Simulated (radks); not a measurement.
Sc4+, 17 electrons, occupied as [Ne] 3s2 3p5. Method: Dirac Kohn-Sham, PBE, spin-unpolarised, spherical densities, finite nucleus; open shells fill j = l - 1/2 first; Fermi nuclear charge, rms radius 3.5459 fm; computed with a radial shooting solver on a logarithmic mesh with Libxc functionals.

Unscreened Slater integrals over Kohn-Sham orbitals (eV). Large and small components are both included.

\begin{tabular}{lr}
integral & value \\ \hline
F0(3p3/2,3p3/2) & 22.475 \\
F2(3p3/2,3p3/2) & 11.401 \\
F0(3p3/2,3p1/2) & 22.538 \\
G2(3p3/2,3p1/2) & 11.428 \\
F0(3p3/2,3s1/2) & 23.069 \\
G1(3p3/2,3s1/2) & 15.414 \\
F0(3p3/2,2p3/2) & 30.362 \\
F2(3p3/2,2p3/2) & 6.0238 \\
G0(3p3/2,2p3/2) & 2.4033 \\
G2(3p3/2,2p3/2) & 2.4845 \\
F0(3p1/2,3p1/2) & 22.602 \\
F0(3p1/2,3s1/2) & 23.138 \\
G1(3p1/2,3s1/2) & 15.457 \\
F0(3p1/2,2p3/2) & 30.519 \\
G2(3p1/2,2p3/2) & 2.4857 \\
F0(3s1/2,3s1/2) & 23.726 \\
F0(3s1/2,2p3/2) & 31.416 \\
G1(3s1/2,2p3/2) & 2.6129 \\
F0(2p3/2,2p3/2) & 80.791 \\
F2(2p3/2,2p3/2) & 37.845 \\
\end{tabular}
